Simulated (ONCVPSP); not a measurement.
lutetium (Lu) ONCV: all-electron and pseudo phase curves

- Element: Lu
- Generator: ONCVPSP 4.0.1
- Type: optimised norm-conserving Vanderbilt (ONCV)
- Functional: LDA (Perdew-Wang 92)
- Relativity: scalar-relativistic
- Frozen core: [Kr] 4d10
- Valence charge: 25
- Reference configuration: 4f14 5s2 5p6 5d1 6s1 (charge +1)
- Partial waves: 5s+6s: rc 2.25 bohr, ncon 4, nbas 7, qcut 5.7 1/bohr, 3 projectors, debl 3.9 Ha; 5p: rc 2.00 bohr, ncon 4, nbas 8, qcut 8.7 1/bohr, 1 projector; 5d: rc 2.35 bohr, ncon 4, nbas 8, qcut 3.9 1/bohr, 1 projector; 4f: rc 0.75 bohr, ncon 4, nbas 9, qcut 20.8 1/bohr, local
- Local potential: the f channel
- Core correction: Teter function, parameters optimised by the program

The phase is arctan(r·R′/R) of the radial function R(r), unwrapped; energies in Ha, scanned from -4 to 5 Ha. A pole is an energy at which the radial function vanishes at the test radius. The pseudo phase is shifted by a multiple of π to meet the all-electron one at the reference energy, and phase errors are pseudo minus all-electron; the curves can meet again beyond the range given. Levels narrower than the energy grid can be missing from the lists of poles.

```
channel  radius (bohr)  reference energy (Ha)  poles, all-electron  poles, pseudo  unbroken range about the reference energy with phases within 0.05 rad  phase error 1 Ha above the reference energy (rad)
      s           2.28                  -0.39          -2.41, 2.38    -2.41, 2.38                                                        the whole range                                             -0.000
      p           2.04                  -1.42                -0.96    -0.97, 3.15                                                              below 0.3                                             -0.009
      d           2.39                  -0.30           0.37, 4.55           0.38                                                              below 1.3                                             +0.010
      f           0.76                  -0.61                 3.46           3.94                                                             above -3.6                                             +0.003
```

Note: ghosts flagged at negative energy: s at -880.2 eV, p at -718.9 eV, d at -349.6 eV; GHOST(+) flagged for s at 164.3 eV. A true bound ghost makes a file unfit for plane-wave use.

Phases in the f channel:

```json
{"E (Ha)": "-3.98", "all-electron": "0.321", "pseudo": "0.373"}
{"E (Ha)": "-3.74", "all-electron": "0.225", "pseudo": "0.276"}
{"E (Ha)": "-3.50", "all-electron": "0.120", "pseudo": "0.169"}
{"E (Ha)": "-3.26", "all-electron": "0.007", "pseudo": "0.052"}
{"E (Ha)": "-3.02", "all-electron": "-0.113", "pseudo": "-0.073"}
{"E (Ha)": "-2.78", "all-electron": "-0.235", "pseudo": "-0.202"}
{"E (Ha)": "-2.54", "all-electron": "-0.358", "pseudo": "-0.331"}
{"E (Ha)": "-2.30", "all-electron": "-0.477", "pseudo": "-0.457"}
{"E (Ha)": "-2.06", "all-electron": "-0.590", "pseudo": "-0.576"}
{"E (Ha)": "-1.82", "all-electron": "-0.695", "pseudo": "-0.686"}
{"E (Ha)": "-1.58", "all-electron": "-0.790", "pseudo": "-0.785"}
{"E (Ha)": "-1.34", "all-electron": "-0.876", "pseudo": "-0.874"}
{"E (Ha)": "-1.10", "all-electron": "-0.953", "pseudo": "-0.952"}
{"E (Ha)": "-0.86", "all-electron": "-1.022", "pseudo": "-1.021"}
{"E (Ha)": "-0.62", "all-electron": "-1.083", "pseudo": "-1.082"}
{"E (Ha)": "-0.38", "all-electron": "-1.137", "pseudo": "-1.137"}
{"E (Ha)": "-0.14", "all-electron": "-1.185", "pseudo": "-1.185"}
{"E (Ha)": "0.10", "all-electron": "-1.229", "pseudo": "-1.227"}
{"E (Ha)": "0.34", "all-electron": "-1.269", "pseudo": "-1.266"}
{"E (Ha)": "0.58", "all-electron": "-1.304", "pseudo": "-1.300"}
{"E (Ha)": "0.82", "all-electron": "-1.337", "pseudo": "-1.331"}
{"E (Ha)": "1.06", "all-electron": "-1.366", "pseudo": "-1.359"}
{"E (Ha)": "1.30", "all-electron": "-1.394", "pseudo": "-1.385"}
{"E (Ha)": "1.54", "all-electron": "-1.419", "pseudo": "-1.409"}
{"E (Ha)": "1.78", "all-electron": "-1.442", "pseudo": "-1.430"}
{"E (Ha)": "2.02", "all-electron": "-1.464", "pseudo": "-1.450"}
{"E (Ha)": "2.26", "all-electron": "-1.484", "pseudo": "-1.469"}
{"E (Ha)": "2.50", "all-electron": "-1.504", "pseudo": "-1.486"}
{"E (Ha)": "2.74", "all-electron": "-1.522", "pseudo": "-1.502"}
{"E (Ha)": "2.98", "all-electron": "-1.539", "pseudo": "-1.518"}
{"E (Ha)": "3.22", "all-electron": "-1.555", "pseudo": "-1.532"}
{"E (Ha)": "3.46", "all-electron": "-1.571", "pseudo": "-1.546"}
{"E (Ha)": "3.70", "all-electron": "-1.586", "pseudo": "-1.559"}
{"E (Ha)": "3.94", "all-electron": "-1.601", "pseudo": "-1.571"}
{"E (Ha)": "4.18", "all-electron": "-1.615", "pseudo": "-1.583"}
{"E (Ha)": "4.42", "all-electron": "-1.629", "pseudo": "-1.594"}
{"E (Ha)": "4.66", "all-electron": "-1.642", "pseudo": "-1.605"}
{"E (Ha)": "4.90", "all-electron": "-1.655", "pseudo": "-1.615"}
```
